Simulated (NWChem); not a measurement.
Molecule: SeF4; SMILES F[Se](F)(F)F

Computed with NWChem. Coordinates come from a PBE0/def2-SVP optimisation. B3LYP is NWChem's, with the RPA form of VWN correlation. Ions are spin-unrestricted doublets at the neutral geometry; other ion states weren't tried.

```json
[
 {"level": "B3LYP/aug-cc-pVDZ", "vertical ionisation energy, ΔSCF (eV)": "?", "−ε(HOMO) (eV)": "?", "ΔSCF minus −ε(HOMO) (eV)": "?"},
 {"level": "Hartree-Fock/aug-cc-pVDZ", "vertical ionisation energy, ΔSCF (eV)": "12.40", "−ε(HOMO) (eV)": "14.24", "ΔSCF minus −ε(HOMO) (eV)": "-1.84"},
 {"level": "BHandHLYP/aug-cc-pVDZ", "vertical ionisation energy, ΔSCF (eV)": "13.15", "−ε(HOMO) (eV)": "11.98", "ΔSCF minus −ε(HOMO) (eV)": "1.17"},
 {"level": "PBE0/aug-cc-pVDZ", "vertical ionisation energy, ΔSCF (eV)": "12.92", "−ε(HOMO) (eV)": "10.42", "ΔSCF minus −ε(HOMO) (eV)": "2.50"}
]
```

Problem. Complete the blanks.

Solution. 
- B3LYP/aug-cc-pVDZ, vertical ionisation energy, ΔSCF (eV): 12.98
- B3LYP/aug-cc-pVDZ, −ε(HOMO) (eV): 10.23
- B3LYP/aug-cc-pVDZ, ΔSCF minus −ε(HOMO) (eV): 2.75
